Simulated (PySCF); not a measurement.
CSi₂, SMILES [Si]=C=[Si] (connectivity only; charge and spin as stated), neutral, multiplicity 1.

The structure is a stationary point at r2SCAN-D4/def2-TZVP. A frequency run showed that this geometry is not a minimum.

Two levels are set side by side: PBE/def2-TZVPD (PySCF) and M06-2X/def2-TZVPD (PySCF). Same geometry, gas phase. Differences are taken from unrounded values.

```csv
quantity,M06-2X
orbital gap (eV),6.12
highest occupied level (eV),-8.12
lowest empty level (eV),-2.00
mean polarisability (bohr³),82.8
```

Problem. What does PBE give, and how far is it from M06-2X? (Estimate from the structure and the level; the computed values follow.)

Solution. 
```csv
quantity,PBE,PBE minus M06-2X
orbital gap (eV),2.60,-3.52
highest occupied level (eV),-6.12,2.00
lowest empty level (eV),-3.52,-1.52
mean polarisability (bohr³),84.9,2.1
```

PBE's occupied levels lie high since its potential decays too fast outside the molecule; exact exchange lowers them and widens the gap. Differences between two approximate levels are no errors against the true value.

Rough cost on one machine, each run with all the roots and properties that it gave: M06-2X against PBE about 3 times.
